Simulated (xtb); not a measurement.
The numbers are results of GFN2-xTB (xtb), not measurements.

```
xtb start.xyz --ohess tight --gfn 2 --chrg 0 --uhf 0 --iterations 400

# start.xyz
9

C     -1.087267     0.235355     0.036330
C      0.249828    -0.368224     0.319616
N      1.292996     0.086949    -0.392446
S      0.461068    -1.513457     1.473063
H     -1.829751    -0.561276    -0.081599
H     -1.066473     0.865535    -0.861297
H     -1.396754     0.847879     0.900844
H      2.200438    -0.318916    -0.230337
H      1.185542     0.763960    -1.129387
```

Output:

```
[...]
        17                          0.0294432               0.8012
       ...                                ...                  ...
        26                          0.6605418              17.9743
      -------------------------------------------------------------
                  HL-Gap            0.0839296 Eh            2.2838 eV
             Fermi-level           -0.2997366 Eh           -8.1562 eV


         :::::::::::::::::::::::::::::::::::::::::::::::::::::
         ::                     SUMMARY                     ::
         :::::::::::::::::::::::::::::::::::::::::::::::::::::
         :: total energy             -12.986103877425 Eh    ::
         :: gradient norm              0.000266147007 Eh/a0 ::
         :: HOMO-LUMO gap              2.283841658650 eV    ::
         ::.................................................::
         :: SCC energy               -13.143448140282 Eh    ::
         :: -> isotropic ES            0.019700130756 Eh    ::
         :: -> anisotropic ES          0.001156061140 Eh    ::
         :: -> anisotropic XC          0.008271533301 Eh    ::
         :: -> dispersion             -0.004563825513 Eh    ::
         :: repulsion energy           0.157344262857 Eh    ::
         :: add. restraining           0.000000000000 Eh    ::
         :: total charge              -0.000000000000 e     ::
         :::::::::::::::::::::::::::::::::::::::::::::::::::::

           -------------------------------------------------
          |                Numerical Hessian                |
           -------------------------------------------------
step length          :   0.00500
SCC accuracy         :   0.30000
Hessian scale factor :   1.00000
frozen atoms in %    :   0.00000    0
RMS gradient         :   0.00027
estimated CPU  time      0.00 min
estimated wall time      0.00 min

writing file <hessian>.

 projected vibrational frequencies (cm⁻¹)
eigval :       -0.00    -0.00     0.00     0.00     0.00     0.00
eigval :       65.92   289.61   344.21   383.69   450.58   534.68
eigval :      771.41   950.19   998.69  1010.21  1274.88  1358.12
eigval :     1384.69  1453.84  1463.84  1488.08  2995.15  3004.05
eigval :     3069.07  3448.96  3519.59
           -------------------------------------------------
          |                Property Printout                |
           -------------------------------------------------

    * Orbital Energies and Occupations

         #    Occupation            Energy/Eh            Energy/eV
      -------------------------------------------------------------
         1        2.0000           -0.6921395             -18.8341
         2        2.0000           -0.6674752             -18.1629
         3        2.0000           -0.6319362             -17.1959
         4        2.0000           -0.5959946             -16.2178
         5        2.0000           -0.5718250             -15.5602
         6        2.0000           -0.5294435             -14.4069
         7        2.0000           -0.5263872             -14.3237
         8        2.0000           -0.4861760             -13.2295
         9        2.0000           -0.4746357             -12.9155
        10        2.0000           -0.4602407             -12.5238
        11        2.0000           -0.3790444             -10.3143
        12        2.0000           -0.3417014              -9.2982 (HOMO)
        13                         -0.2577717              -7.0143 (LUMO)
        14                         -0.1279524              -3.4818
        15                         -0.0188588              -0.5132
        16                          0.0282006               0.7674
        17                          0.0294432               0.8012
        18                          0.0418204               1.1380
        19                          0.0746543               2.0314
        20                          0.1401843               3.8146
        21                          0.1616519               4.3988
        22                          0.1933237               5.2606
        23                          0.2041335               5.5548
       ...                                ...                  ...
        26                          0.6605418              17.9743
      -------------------------------------------------------------
                  HL-Gap            0.0839296 Eh            2.2838 eV
             Fermi-level           -0.2997366 Eh           -8.1562 eV

     #   Z          covCN         q      C6AA      α(0)
     1   6 C        3.795    -0.122    22.845     6.806
     2   6 C        2.863     0.163    24.481     8.110
     3   7 N        2.719    -0.228    25.976     7.570
     4  16 S        1.098    -0.386   156.068    21.127
     5   1 H        0.925     0.076     2.021     2.223
     6   1 H        0.925     0.060     2.204     2.321
     7   1 H        0.924     0.060     2.202     2.321
     8   1 H        0.860     0.197     1.121     1.659
     9   1 H        0.860     0.181     1.210     1.723

 Mol. C6AA /au·bohr⁶  :       1141.416025
 Mol. C8AA /au·bohr⁸  :      34598.831829
 Mol. α(0) /au        :         53.859776

Wiberg/Mayer (AO) data.
largest (>0.10) Wiberg bond orders for each atom

 ---------------------------------------------------------------------------
     #   Z sym  total        # sym  WBO       # sym  WBO       # sym  WBO
 ---------------------------------------------------------------------------
     1   6 C    3.993 --     2 C    1.030     5 H    0.983     6 H    0.964
                             7 H    0.964
     2   6 C    3.959 --     4 S    1.604     3 N    1.313     1 C    1.030
     3   7 N    3.423 --     2 C    1.313     9 H    0.944     8 H    0.941
                             4 S    0.193
     4  16 S    1.885 --     2 C    1.604     3 N    0.193
     5   1 H    0.994 --     1 C    0.983
     6   1 H    0.996 --     1 C    0.964
     7   1 H    0.996 --     1 C    0.964
     8   1 H    0.961 --     3 N    0.941
     9   1 H    0.967 --     3 N    0.944
 ---------------------------------------------------------------------------

Topologies differ in total number of bonds
Writing topology from bond orders to xtbtopo.mol

molecular dipole:
                 x           y           z       tot (Debye)
 q only:        0.174       1.452      -0.948
   full:        0.230       1.761      -1.151       5.377
molecular quadrupole (traceless):
                xx          xy          yy          xz          yz          zz
 q only:        6.078       1.663      -4.915      -1.819       3.402      -1.163
  q+dip:        7.248       2.083      -5.941      -2.201       4.206      -1.308
   full:        6.637       2.051      -5.672      -2.029       4.319      -0.965

           -------------------------------------------------
          |                Geometry Summary                 |
           -------------------------------------------------

      molecular mass/u    :       75.1326662
   center of mass at/Å    :        0.2637217      -0.7595471       0.4516018
  moments of inertia/u·Å² :        0.5231213E+02   0.9894259E+02   0.1481074E+03
rotational constants/cm⁻¹ :        0.3222509E+00   0.1703779E+00   0.1138203E+00

 * 7 selected distances

     #   Z          #   Z                                           value/Å
     2   6 C        3   7 N                                       1.3433533
Molecule has the following symmetry elements: (sigma)
It seems to be the Cs point group
     2   6 C        4  16 S                                       1.6370064 (max)
     1   6 C        5   1 H                                       1.0856959
     1   6 C        6   1 H                                       1.0901408
     1   6 C        7   1 H                                       1.0902473
     3   7 N        8   1 H                                       1.0065404
     3   7 N        9   1 H                                       1.0060481 (min)

 * 4 distinct bonds (by element types)

   Z      Z             #   av. dist./Å        max./Å        min./Å
   1 H    6 C           3     1.0886946     1.0902473     1.0856959
   1 H    7 N           2     1.0062942     1.0065404     1.0060481
   6 C    7 N           1     1.3433533     1.3433533     1.3433533
   6 C   16 S           1     1.6370064     1.6370064     1.6370064

           -------------------------------------------------
          |               Frequency Printout                |
           -------------------------------------------------
 projected vibrational frequencies (cm⁻¹)
eigval :       -0.00    -0.00     0.00     0.00     0.00     0.00
eigval :       65.92   289.61   344.21   383.69   450.58   534.68
eigval :      771.41   950.19   998.69  1010.21  1274.88  1358.12
eigval :     1384.69  1453.84  1463.84  1488.08  2995.15  3004.05
eigval :     3069.07  3448.96  3519.59
 reduced masses (amu)
   1: 16.71   2: 26.87   3: 19.91   4: 17.27   5: 15.65   6: 12.66   7:  1.84   8:  3.59
   9: 14.17  10: 12.50  11:  9.53  12:  1.99  13: 16.98  14:  5.51  15:  4.56  16:  5.38
  17: 10.71  18:  6.29  19:  3.49  20:  2.75  21:  1.57  22:  6.71  23:  1.95  24:  1.47
  25:  1.73  26:  1.43  27:  2.19
 IR intensities (km·mol⁻¹)
   1:  0.05   2:  5.71   3:  1.77   4:  4.31   5:  1.10   6:  8.62   7:  0.48   8:191.13
   9:  4.35  10:  1.90  11:  1.03  12: 28.99  13:  2.04  14:  1.23  15: 10.68  16:  2.69
  17: 98.23  18: 97.23  19: 22.18  20: 77.53  21:  7.42  22:251.71  23: 12.39  24: 11.33
  25:  8.47  26: 27.35  27: 10.53
 Raman intensities (Ä⁴*amu⁻¹)
   1:  0.00   2:  0.00   3:  0.00   4:  0.00   5:  0.00   6:  0.00   7:  0.00   8:  0.00
   9:  0.00  10:  0.00  11:  0.00  12:  0.00  13:  0.00  14:  0.00  15:  0.00  16:  0.00
  17:  0.00  18:  0.00  19:  0.00  20:  0.00  21:  0.00  22:  0.00  23:  0.00  24:  0.00
  25:  0.00  26:  0.00  27:  0.00
 output can be read by thermo (or use thermo option).
 writing <g98.out> molden fake output.
 recommended (thermochemical) frequency scaling factor: 1.0
           -------------------------------------------------
          |             Thermodynamic Functions             |
           -------------------------------------------------

cs  symmetry found (for desy threshold:  0.10E+00) used in thermo

          ...................................................
          :                      SETUP                      :
          :.................................................:
          :  # frequencies                          21      :
          :  # imaginary freq.                       0      :
          :  linear?                             false      :
          :  only rotor calc.                    false      :
          :  symmetry                               cs      :
          :  rotational number                       1      :
          :  scaling factor                  1.0000000      :
          :  rotor cutoff                   50.0000000 cm⁻¹ :
          :  imag. cutoff                  -20.0000000 cm⁻¹ :
          :.................................................:

    mode    ω/cm⁻¹     T·S(HO)/kcal·mol⁻¹    T·S(FR)/kcal·mol⁻¹   T·S(vib)
   ------------------------------------------------------------------------
       1     65.92    -1.27361 ( 75.13%)    -0.97392 ( 24.87%)    -1.19907
       2    289.61    -0.44014 ( 99.91%)    -0.53603 (  0.09%)    -0.44023
   ------------------------------------------------------------------------

   temp. (K)  partition function   enthalpy   heat capacity  entropy
                                   cal/mol     cal/K/mol   cal/K/mol   J/K/mol
 298.15  VIB   9.23                 1657.732     11.570      9.728
         ROT  0.669E+05              888.752      2.981     25.061
         INT  0.618E+06             2546.484     14.550     34.789
         TR   0.630E+27             1481.254      4.968     38.848
         TOT                        4027.7378    19.5186    73.6372   308.0980

       T/K    H(0)-H(T)+PV         H(T)/Eh          T*S/Eh         G(T)/Eh
   ------------------------------------------------------------------------
    298.15    0.641861E-02    0.753547E-01    0.349874E-01    0.403673E-01
   ------------------------------------------------------------------------

         :::::::::::::::::::::::::::::::::::::::::::::::::::::
         ::                  THERMODYNAMIC                  ::
         :::::::::::::::::::::::::::::::::::::::::::::::::::::
         :: total free energy         -12.945736583968 Eh   ::
         ::.................................................::
         :: total energy              -12.986103877425 Eh   ::
         :: zero point energy           0.068936092074 Eh   ::
         :: G(RRHO) w/o ZPVE           -0.028568798616 Eh   ::
         :: G(RRHO) contrib.            0.040367293457 Eh   ::
         :::::::::::::::::::::::::::::::::::::::::::::::::::::

optimized geometry written to: xtbopt.xyz

           -------------------------------------------------
          | TOTAL ENERGY              -12.986103877425 Eh   |
          | TOTAL ENTHALPY            -12.910749176604 Eh   |
          | TOTAL FREE ENERGY         -12.945736583968 Eh   |
          | GRADIENT NORM               0.000266142300 Eh/α |
          | HOMO-LUMO GAP               2.283841541236 eV   |
           -------------------------------------------------

------------------------------------------------------------------------
```

Cost: about 0.5 core-seconds (a rough figure).
